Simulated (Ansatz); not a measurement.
Relaxation of a periodic cell of 17 atoms, TiSi16 (host Si, host structure diamond, interstitial Ti), to a largest force component of 0.03 eV/Å in at most 60 steps.

Method: DFT PBE-D3(BJ), scalar-relativistic, plane waves, PAW in Ansatz 0.2.0. Settings: PAW set soft_1, cutoff 420 eV, k mesh 2x2x2, gaussian smearing 0.05 eV, no spin polarisation.

```xyz
17
Lattice="0.0000 5.4300 5.4300 5.4300 0.0000 5.4300 5.4300 5.4300 0.0000" Properties=species:S:1:pos:R:3:forces:R:3
Si 0.000 0.000 0.000 -0.58 -0.58 0.58
Si 1.357 1.357 1.357 -0.02 0.00 0.46
Si 2.715 2.715 0.000 1.03 1.02 1.10
Si 4.072 4.072 1.357 0.03 0.02 -0.02
Si 2.715 0.000 2.715 0.26 -0.23 -0.25
Si 4.072 1.357 4.072 -0.55 -0.03 0.01
Si 5.430 2.715 2.715 -1.35 1.27 -1.26
Si 6.787 4.072 4.072 0.05 0.78 -0.04
Si 0.000 2.715 2.715 -0.23 0.25 -0.25
Si 1.357 4.072 4.072 -0.03 -0.51 -0.01
Si 2.715 5.430 2.715 1.16 -1.22 -1.14
Si 4.072 6.787 4.072 0.73 0.06 -0.05
Si 2.715 2.715 5.430 0.26 0.26 0.23
Si 4.072 4.072 6.787 -0.02 -0.02 0.02
Si 5.430 5.430 5.430 -0.27 -0.27 0.26
Si 6.787 6.787 6.787 0.04 0.03 -0.84
Ti 6.825 6.842 9.429 -0.51 -0.84 1.18
```

**Question.** Where does it end, and by what steps?

**Answer.** The run converged. Limits of this set-up: coarse k mesh. After 3 steps the energy has fallen by 0.450 eV; Ti17 moved furthest, 0.09 Å.

| step | energy less start (eV) | largest force component (eV/Å) | accepted |
| --- | --- | --- | --- |
| 0 | 0.0000 | 1.346 | yes |
| 1 | -0.4167 | 0.390 | yes |
| 2 | -0.4494 | 0.049 | yes |
| 3 | -0.4504 | 0.005 | yes |

```xyz
17
Lattice="0.0000 5.4300 5.4300 5.4300 0.0000 5.4300 5.4300 5.4300 0.0000" Properties=species:S:1:pos:R:3
Si -0.042 -0.040 0.039
Si 1.360 1.362 1.389
Si 2.763 2.764 0.042
Si 4.078 4.077 1.353
Si 2.732 -0.013 2.695
Si 4.038 1.361 4.067
Si 5.387 2.762 2.667
Si 6.790 4.111 4.069
Si -0.014 2.734 2.695
Si 1.360 4.040 4.067
Si 2.762 5.388 2.666
Si 4.110 6.791 4.069
Si 2.732 2.733 5.441
Si 4.073 4.075 6.783
Si 5.415 5.417 5.442
Si 6.789 6.790 6.748
Ti 6.791 6.791 9.498
```

Run time: 36 s on 1 thread of Arm Neoverse V1, with other jobs on the host, peak memory 0.56 GiB.
